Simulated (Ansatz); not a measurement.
Relaxation of CH₆GaN (9 atoms, charge 0, multiplicity 1), to a largest force component of 0.03 eV/Å in at most 50 steps.

Theory: RKS PBE-D4/def2-SVP (Ansatz).

```xyz
9
Properties=species:S:1:pos:R:3
Ga 0.249 0.767 -1.318
C 1.319 -0.146 1.539
H 0.356 -0.690 1.505
H 1.905 -0.499 2.410
H 1.137 0.941 1.638
H 1.896 -0.345 0.613
N -1.431 0.123 -0.740
H -1.667 -0.283 0.174
H -2.278 0.134 -1.323
```

Where does it end, and by what steps?

The forces met the threshold. The force dipped under the threshold on the way, but the program's further checks kept it going. After 17 steps the energy has fallen by 0.035 eV; H8 moved furthest, 0.58 Å.

```
step  energy less start (eV)  largest force component (eV/Å)  accepted
   0                  0.0000                           0.136       yes
   1                 -0.0213                           0.100       yes
   2                  0.0661                           2.127        no
   3                 -0.0252                           0.113       yes
   4                 -0.0266                           0.155       yes
   5                 -0.0275                           0.232       yes
   6                 -0.0294                           0.134       yes
   7                 -0.0307                           0.085       yes
   8                 -0.0325                           0.010       yes
   9                 -0.0316                           0.200        no
  10                 -0.0332                           0.050       yes
  11                 -0.0324                           0.166        no
  12                 -0.0335                           0.053       yes
  13                 -0.0339                           0.067       yes
  14                 -0.0341                           0.076       yes
  15                 -0.0342                           0.055       yes
  16                 -0.0344                           0.013       yes
  17                 -0.0345                           0.022       yes
```

```xyz
9
Properties=species:S:1:pos:R:3
Ga 0.120 0.603 -1.784
C 1.315 -0.193 1.586
H 0.501 -0.865 1.259
H 1.824 -0.623 2.470
H 0.899 0.799 1.851
H 2.046 -0.077 0.762
N -1.412 0.186 -0.762
H -1.485 0.262 0.259
H -2.324 -0.091 -1.144
```

Whether the end is a true minimum wasn't checked by a vibrational analysis.

Time of the run: 35 s on 2 threads of Intel(R) Xeon(R) Platinum 8259CL CPU @ 2.50GHz (Skylake/Cascade Lake), with other jobs on the host, peak memory 0.15 GiB.
